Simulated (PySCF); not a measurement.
Precursor series Y Cl-OH. Isolated molecules, 0 K electronic values unless said otherwise. One relaxed conformer stands for each flexible species; it need not be the lowest.

Computed with PySCF with TPSSh-D3(BJ)/def2-TZVP // r2SCAN-D4/def2-SVP. All candidates: neutral, multiplicity 1. 

```json
{
  "HOMO": "-7.45 eV",
  "LUMO": "-2.08 eV",
  "HOMO–LUMO gap": "5.37 eV"
}
```

### Question
Which member has these values?
(A) [Y(Cl)(OH)2]
(B) [Y(Cl)3]
(C) [Y(Cl)2(OH)]

### Answer
A, [Y(Cl)(OH)2]. The others give [Y(Cl)2(OH)]: -7.94 eV, -2.63 eV, 5.31 eV; [Y(Cl)3]: -8.39 eV, -3.17 eV, 5.22 eV
